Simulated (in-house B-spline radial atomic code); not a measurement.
The numbers below are computed, except where a source is named.
**Correlation energy from the adiabatic connection: ω²r²/2 − Z/r, ω = 0.346, Z = -0.5**

Two electrons in a singlet, external potential ω²r²/2 − Z/r, ω = 0.346, Z = -0.5 (atomic units). Full CI in B-splines (partial waves to l = 8, correlation up to 0.6 % small) with the density held fixed gives W(λ) = <V_ee>_λ − U, and E_c is the integral of W(λ) − W(0) from 0 to 1.

```
   λ  W(λ) − W(0) (hartree)
   0                0.00000
0.02               -0.00221
0.05               -0.00541
0.12               -0.01240
0.25               -0.02382
 0.4               -0.03487
 0.6               -0.04683
 0.8               -0.05638
   1               -0.06415
```

Question: Integrate the table by the trapezoid rule.

Answer: The strips give -0.00002, -0.00011, -0.00062, -0.00235, -0.00440, -0.00817, -0.01032, -0.01205, which sum to -0.03806 hartree. The direct value, W(1) − W(0) + T_c with T_c = 0.02593, is -0.03822; the curve is convex, so chords lie above it and the trapezoids fall short in size by 0.42 %.

Question: Now use only three numbers: W(0) = -0.37154, the initial slope W'(0) = -0.1117 (extrapolated from the first points) and the strong-coupling limit of the point-charge-plus-continuum model, W∞ = -0.49957. What do second-order theory and the interpolation W(λ) = W∞ + (W(0) − W∞)/√(1 + 2χλ) of Seidl, Perdew and Levy give?

Answer: Second order keeps the slope alone: E_c = W'(0)/2 = -0.05585, +46 % in size against -0.03822. Matching the slope fixes χ = W'(0)/(W∞ − W(0)) = -0.1117/(-0.12803) = 0.87245. Integrating, with s = √(1 + 2χ) = 1.656775, E_c = −(W(0) − W∞)(s − 1)/(s + 1) = −0.12803 × 0.656775/2.656775 = -0.03165 hartree, -17.2 % in size against the full result. At λ = 1 the formula gives W − W(0) = -0.05075 against -0.06415. Part of the miss can come from the model's W∞.
